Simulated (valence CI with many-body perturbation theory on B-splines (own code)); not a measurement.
Results of a calculation; reference values are marked as such.
# Ladder of approximations for Ag⁴⁰⁺

Level of theory: relativistic CI+MBPT: five valence electrons over a frozen Dirac-Fock core [He], radial functions for each j: 9 s, 9 p, 8 d, 6 f, 3 g, 1 h, with the one-electron correlation potential Σ1 (screened to all orders), the two-electron term Σ2, the three-electron term Σ3, Breit, model QED; selected single and double excitations, second order for the rest (own B-spline code, finite nucleus).

No measured spectrum was set against this ion. As an estimate, large intervals hold to a few tenths of a per cent, small ones and those within an open d or f shell to about a per cent. Among the levels kept, up to 1700 cm⁻¹ of a level comes from second order outside the variational space, and about a tenth of that is noise between levels of different J, which matters for small intervals.

Each rung adds one term. CI alone is the Dirac-Coulomb CI over the frozen core; QED comes last and gives the full result, which names the levels. Energies are above (2s^2 2p1/2^2 2p3/2) J=3/2 on the same rung, in × 10³ cm⁻¹.

Levels are named by their leading jj configuration (3d3/2^4 stands for four electrons in 3d with j = 3/2), which in mixed levels can hold well under half, so a name can repeat and another be missing. Letters in brackets count levels of one name in rising energy.

```tsv
Level	CI alone	Σ1	Σ2	Σ3	Breit	QED	Full
(2s^2 2p1/2 2p3/2^2) J=3/2	1378.1	+0.54	-0.25	+0.08	-23.83	+3.07	1357.7
(2s^2 2p1/2 2p3/2^2) J=5/2	1541.1	+0.55	+0.06	-0.17	-43.29	+3.10	1501.3
(2s^2 2p1/2 2p3/2^2) J=1/2	1719.6	+0.55	+0.67	-0.40	-19.95	+2.86	1703.3
(2s 2p1/2^2 2p3/2^2) J=5/2	2849.0	-1.24	-1.49	-0.43	-8.52	-26.04	2811.3
(2s^2 2p3/2^3) J=3/2	3113.3	+1.07	+0.43	-0.30	-51.81	+5.70	3068.4
(2s 2p1/2^2 2p3/2^2) J=1/2	3283.2	-1.21	-1.37	-0.91	+8.71	-26.02	3262.4
(2s 2p1/2^2 2p3/2^2) J=3/2	3307.7	-1.21	-2.52	-1.18	-3.26	-26.09	3273.4
(2s 2p1/2 2p3/2^3) J=3/2 [a]	4373.6	-0.72	-1.46	-0.64	-22.01	-23.25	4325.5
(2s 2p1/2 2p3/2^3) J=5/2	4615.6	-0.70	-1.62	-0.92	-40.48	-23.19	4548.7
(2s 2p1/2 2p3/2^3) J=1/2	4828.6	-0.69	-2.55	-1.39	-21.86	-23.30	4778.8
(2s 2p1/2 2p3/2^3) J=3/2 [b]	4936.2	-0.70	-2.85	-1.59	-33.15	-23.41	4874.5
(2s 2p3/2^4) J=1/2	6351.9	-0.17	-1.81	-1.40	-46.01	-20.43	6282.1
(2p1/2^2 2p3/2^3) J=3/2	6546.0	-2.44	-5.06	-2.14	+1.03	-51.84	6485.5
(2p1/2 2p3/2^4) J=1/2	8066.1	-1.92	-4.58	-2.10	-25.15	-49.21	7983.1
(2s^2 2p1/2^2 3s) J=1/2	27382	+2.17	+0.64	-1.03	-19.57	+6.29	27370
(2s^2 2p1/2^2 3p1/2) J=1/2	27822	+1.81	+0.51	-1.03	-10.72	-1.93	27810
(2s^2 2p1/2^2 3p3/2) J=3/2	28320	+1.93	+0.23	-1.02	-20.19	-1.10	28300
(2s^2 2p1/2^2 3d3/2) J=3/2	28764	+2.26	+0.62	-0.99	-26.30	+1.23	28741
(2s^2 2p1/2 2p3/2 3s) J=3/2 [a]	28798	+2.69	+0.24	-0.92	-43.78	+6.35	28762
```

The middle columns are the shifts that each term adds.

**Question.** How does the ionisation energy move along the ladder, and which term matters most?

**Answer.** CI alone 6170.8, + Σ1 6171.1, + Σ2 6171.2, + Σ3 6171.1, + Breit 6167.6, + QED 6167.4 eV. The largest step is Breit, -3.5 eV. NIST lists 6170 ± 40 eV (semi-empirical).
